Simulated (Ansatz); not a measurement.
## A ladder of methods for InCNClF (SMILES N#[C][In]([F])[Cl])

InCNClF: 5 atoms, total charge 0, spin state singlet. SMILES: `N#[C][In]([F])[Cl]`. The shape is that of a PBE0-D4/def2-TZVP optimisation.

Each level gives the electronic atomisation energy (eV). The values are calculated. Electronic energies at fixed atoms, without zero-point motion or spin-orbit coupling.

```
                              level                    kind  program  value (eV)  CPU time (all runs)
   r2SCAN/def2-SVP (core potential)                meta-GGA   Ansatz       18.86                 50 s
    B3LYP/def2-SVP (core potential)           global hybrid   Ansatz       18.50                 21 s
  r2SCAN0/def2-SVP (core potential)         hybrid meta-GGA   Ansatz       18.02                 45 s
CAM-B3LYP/def2-SVP (core potential)  range-separated hybrid   Ansatz       18.78                 22 s
    wB97X/def2-SVP (core potential)  range-separated hybrid   Ansatz       18.99                 70 s
 PBE-QIDH/def2-SVP (core potential)           double hybrid   Ansatz       18.60                 27 s
  RPA@PBE/def2-SVP (core potential)                     RPA   Ansatz       16.37                 34 s
      MP2/def2-SVP (core potential)     perturbation theory   Ansatz       18.90                7.6 s
```

The values span 16.37 to 18.99 eV. In the correlated wave-function rows the outer d shell of In is correlated, in sets not made for it. Times are those of the runs behind each value, whatever else they computed, on shared processors of several kinds: orders of magnitude only.
